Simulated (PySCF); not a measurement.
NbF6, SMILES [F][Nb-]([F])([F])([F])([F])[F], charge -1, multiplicity 1. Coordinates come from a PBE-D3(BJ)/def2-SVPD optimisation. The multiplicity is an assumed one; no other spin state was optimised. The isomer is the one that the SMILES or the coordinates give; other isomers of the formula were not compared. The def2 effective core potentials stand for the cores of Nb; spin–orbit coupling is left out.

Give the equilibrium geometry at PBE-D3(BJ)/def2-SVPD (PySCF confirms it by a frequency run) as Cartesian coordinates in Å, and its point group. (An estimate is asked for; the answer gives what the named calculation found.)

point group Oh.
```xyz
7

Nb     0.0000     0.0000     0.0000
F      0.0000     1.9265     0.0000
F      0.0000    -1.9265     0.0000
F      0.0000     0.0000    -1.9265
F      1.9265     0.0000     0.0000
F     -1.9265     0.0000     0.0000
F      0.0000     0.0000     1.9265
```
Charge -1, spin multiplicity 1.
